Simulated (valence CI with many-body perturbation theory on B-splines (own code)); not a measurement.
E1 line list for S⁺

Level of theory: relativistic CI+MBPT: five valence electrons over a frozen Dirac-Fock core [Ne], a basis of 10 s, 10 p, 9 d, 7 f, 4 g, 2 h functions for each j, with the one-electron correlation potential Σ1 (screened to all orders), the two-electron term Σ2, the three-electron term Σ3, Breit, model QED; selected single and double excitations, second order for the rest, scaled by the run's own slope (own B-spline code, finite nucleus).

Set against measurement, 49 paired levels are off by 60 cm⁻¹ on average, the worst by 187. Among the levels kept, up to 890 cm⁻¹ of a level comes from second order outside the variational space, and about a tenth of that is noise between levels of different J, which matters for small intervals.

Lines 51 to 100 of 232 in falling wavelength, among levels below 16.892 eV, chosen from the strongest by gf and those to the six lowest levels. Wavelengths and rates use the calculated energies, so an error of 60 cm⁻¹ moves a line at 5917 Å by 0.36 % and its rate by three times that or more. Electric multipoles are in the length gauge, E1 and E2 with the static RPA response of the core. Weak lines are less certain than strong ones. Lines between different terms over intervals too small for the method are left out, as are lines whose strength nearly cancels and 1 of this kind that miss the measured wavelength by over 7 %. The highest levels of a list are the least certain.

Names give the largest LS component (configuration and term), which can be under half, so a name can repeat, a term be missing and a line seem to break the LS rules; names also repeat where a configuration has a term twice.

| λ vac (Å) | λ from measured levels | Upper | Lower | A (s⁻¹) | log gf | Branch % |
| --- | --- | --- | --- | --- | --- | --- |
| 5917 | 5910 | 3s²3p²4p ⁴P°_3/2 | 3s²3p²4s ²P_1/2 | 5.17e+05 | -1.96 | 0.4 |
| 5824 | 5821 | 3s²3p²4p ²D°_3/2 | 3s²3p²4s ²P_3/2 | 9.30e+06 | -0.72 | 10.5 |
| 5680 | 5666 | 3s²3p²4p ⁴D°_1/2 | 3s²3p²3d ⁴F_3/2 | 3.58e+07 | -0.46 | 31.7 |
| 5672 | 5662 | 3s²3p²4p ⁴D°_3/2 | 3s²3p²3d ⁴F_5/2 | 2.87e+07 | -0.26 | 25.2 |
| 5651 | 5647 | 3s²3p²4p ⁴D°_3/2 | 3s²3p²4s ⁴P_5/2 | 2.38e+06 | -1.34 | 2.1 |
| 5650 | 5649 | 3s²3p²4p ²D°_3/2 | 3s²3p²4s ²P_1/2 | 5.48e+07 | 0.02 | 62.2 |
| 5650 | 5642 | 3s²3p²4p ⁴D°_5/2 | 3s²3p²3d ⁴F_7/2 | 2.95e+07 | -0.07 | 25.7 |
| 5644 | 5642 | 3s²3p²4p ²D°_5/2 | 3s²3p²4s ²P_3/2 | 6.30e+07 | 0.26 | 70.1 |
| 5629 | 5618 | 3s²3p²4p ⁴D°_3/2 | 3s²3p²3d ⁴F_3/2 | 6.92e+06 | -0.88 | 6.1 |
| 5618 | 5608 | 3s²3p²4p ⁴D°_7/2 | 3s²3p²3d ⁴F_9/2 | 3.16e+07 | 0.08 | 27.6 |
| 5591 | 5580 | 3s²3p²4p ⁴D°_5/2 | 3s²3p²3d ⁴F_5/2 | 6.17e+06 | -0.76 | 5.4 |
| 5570 | 5567 | 3s²3p²4p ⁴D°_5/2 | 3s²3p²4s ⁴P_5/2 | 1.56e+07 | -0.36 | 13.6 |
| 5565 | 5558 | 3s²3p²4p ⁴D°_1/2 | 3s²3p²4s ⁴P_3/2 | 9.85e+06 | -1.04 | 8.7 |
| 5548 | 5538 | 3s²3p²4p ⁴D°_5/2 | 3s²3p²3d ⁴F_3/2 | 2.92e+05 | -2.09 | 0.3 |
| 5540 | 5528 | 3s²3p²4p ⁴D°_7/2 | 3s²3p²3d ⁴F_7/2 | 3.34e+06 | -0.91 | 2.9 |
| 5515 | 5511 | 3s²3p²4p ⁴D°_3/2 | 3s²3p²4s ⁴P_3/2 | 3.54e+07 | -0.19 | 31.1 |
| 5483 | 5469 | 3s²3p²4p ⁴D°_7/2 | 3s²3p²3d ⁴F_5/2 | 6.79e+04 | -2.61 | 0.1 |
| 5480 | 5475 | 3s²3p²4p ⁴D°_1/2 | 3s²3p²4s ⁴P_1/2 | 6.44e+07 | -0.24 | 57.0 |
| 5463 | 5455 | 3s²3p²4p ⁴D°_7/2 | 3s²3p²4s ⁴P_5/2 | 7.56e+07 | 0.43 | 66.1 |
| 5438 | 5434 | 3s²3p²4p ⁴D°_5/2 | 3s²3p²4s ⁴P_3/2 | 5.96e+07 | 0.20 | 52.0 |
| 5433 | 5430 | 3s²3p²4p ⁴D°_3/2 | 3s²3p²4s ⁴P_1/2 | 3.73e+07 | -0.18 | 32.8 |
| 5152 | 5144 | 3s²3p²4p ²S°_1/2 | 3s²3p²3d ²P_1/2 | 1.15e+07 | -1.04 | 17.7 |
| 5109 | 5105 | 3s²3p²4p ⁴P°_3/2 | 3s²3p²4s ⁴P_5/2 | 1.97e+07 | -0.51 | 13.9 |
| 5051 | 5049 | 3s²3p²4p ²P°_1/2 | 3s²3p²4s ²P_3/2 | 3.14e+07 | -0.62 | 25.4 |
| 5038 | 5029 | 3s²3p²4p ²S°_1/2 | 3s²3p²3d ²P_3/2 | 2.68e+07 | -0.69 | 41.4 |
| 5037 | 5034 | 3s²3p²4p ⁴P°_5/2 | 3s²3p²4s ⁴P_5/2 | 6.64e+07 | 0.18 | 48.2 |
| 5017 | 5011 | 3s²3p²4p ⁴P°_1/2 | 3s²3p²4s ⁴P_3/2 | 7.56e+07 | -0.24 | 54.4 |
| 5016 | 5015 | 3s²3p²4p ²P°_3/2 | 3s²3p²4s ²P_3/2 | 7.36e+07 | 0.05 | 59.2 |
| 4998 | 4993 | 3s²3p²4p ⁴P°_3/2 | 3s²3p²4s ⁴P_3/2 | 2.82e+07 | -0.37 | 19.9 |
| 4948 | 4944 | 3s²3p²4p ⁴P°_1/2 | 3s²3p²4s ⁴P_1/2 | 1.20e+07 | -1.06 | 8.6 |
| 4930 | 4927 | 3s²3p²4p ⁴P°_3/2 | 3s²3p²4s ⁴P_1/2 | 4.20e+07 | -0.21 | 29.6 |
| 4929 | 4925 | 3s²3p²4p ⁴P°_5/2 | 3s²3p²4s ⁴P_3/2 | 1.95e+07 | -0.37 | 14.2 |
| 4920 | 4919 | 3s²3p²4p ²P°_1/2 | 3s²3p²4s ²P_1/2 | 5.78e+07 | -0.38 | 46.8 |
| 4887 | 4887 | 3s²3p²4p ²P°_3/2 | 3s²3p²4s ²P_1/2 | 1.48e+07 | -0.67 | 11.9 |
| 4830 | 4817 | 3s²3p²4p ⁴S°_3/2 | 3s²3p²4s ⁴P_5/2 | 8.51e+07 | 0.08 | 43.1 |
| 4806 | 4805 | 3s²3p²4p ²D°_3/2 | 3s²3p²4s ⁴P_3/2 | 9.33e+05 | -1.89 | 1.1 |
| 4781 | 4780 | 3s²3p²4p ²D°_5/2 | 3s²3p²4s ⁴P_5/2 | 2.82e+06 | -1.24 | 3.1 |
| 4743 | 4744 | 3s²3p²4p ²D°_3/2 | 3s²3p²4s ⁴P_1/2 | 5.95e+05 | -2.10 | 0.7 |
| 4730 | 4718 | 3s²3p²4p ⁴S°_3/2 | 3s²3p²4s ⁴P_3/2 | 2.99e+07 | -0.40 | 15.1 |
| 4683 | 4683 | 3s²3p²4p ²D°_5/2 | 3s²3p²4s ⁴P_3/2 | 5.44e+05 | -1.97 | 0.6 |
| 4669 | 4658 | 3s²3p²4p ⁴S°_3/2 | 3s²3p²4s ⁴P_1/2 | 9.94e+06 | -0.89 | 5.0 |
| 4065 | 4066 | 3s²3p²4p ²D°_3/2 | 3s²3p²3d ²P_1/2 | 7.76e+05 | -2.11 | 0.9 |
| 3908 | 3908 | 3s²3p²4p ²D°_5/2 | 3s²3p²3d ²P_3/2 | 9.65e+05 | -1.88 | 1.1 |
| 3673 | 3673 | 3s²3p²4p ²P°_1/2 | 3s²3p²3d ²P_1/2 | 1.71e+07 | -1.16 | 13.9 |
| 3654 | 3656 | 3s²3p²4p ²P°_3/2 | 3s²3p²3d ²P_1/2 | 3.87e+06 | -1.51 | 3.1 |
| 3614 | 3614 | 3s²3p²4p ²P°_1/2 | 3s²3p²3d ²P_3/2 | 6.42e+06 | -1.60 | 5.2 |
| 3596 | 3597 | 3s²3p²4p ²P°_3/2 | 3s²3p²3d ²P_3/2 | 2.15e+07 | -0.78 | 17.3 |
| 2828 | 2827 | 3s²3p²4p ²P°_1/2 | 3s3p⁴ ²D_3/2 | 8.43e+06 | -1.69 | 6.8 |
| 2819 | 2818 | 3s²3p²4p ²P°_3/2 | 3s3p⁴ ²D_5/2 | 8.02e+06 | -1.42 | 6.4 |
| 2056 | 2058 | 3s²3p²4p ⁴D°_3/2 | 3s3p⁴ ⁴P_5/2 | 1.60e+05 | -3.39 | 0.1 |

(1) How does gf follow from A for the line at 5480 Å?

Answers

(1) gf = 1.4992 × (2J+1)_upper × A / σ², with σ = 18247 cm⁻¹ and 2J+1 = 2: gf = 0.580.
